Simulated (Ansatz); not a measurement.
Reaction (formal exchange of groups at the Si–C bond): `C[SiH](Cl)CF` + `O/C=C(\O)F` → `O[SiH](Cl)CF` + `C/C(F)=C\O`

Computed with Ansatz on PBE0-D4/def2-TZVP structures; ΔE is electronic, products minus reactants. CBS: MP2 limit from def2 TZ/QZ plus the TZ coupled-cluster correction, frozen cores. Double bonds are as drawn, so ΔE can hold a change between cis and trans. Each species was taken in one conformer, which may not be the lowest.

```csv
level,ΔE (kJ/mol)
SCS-MP2/def2-QZVPP,-124.9
HF/CBS(def2),-123.2
```

Question: What does CCSD(T)/CBS give? (An estimate is asked.)

Answer: The calculation gave: -121.2 kJ/mol. The listed levels differ from it by -3.7, -2.0 kJ/mol.

Largest T1 diagnostic among the species: 0.012.
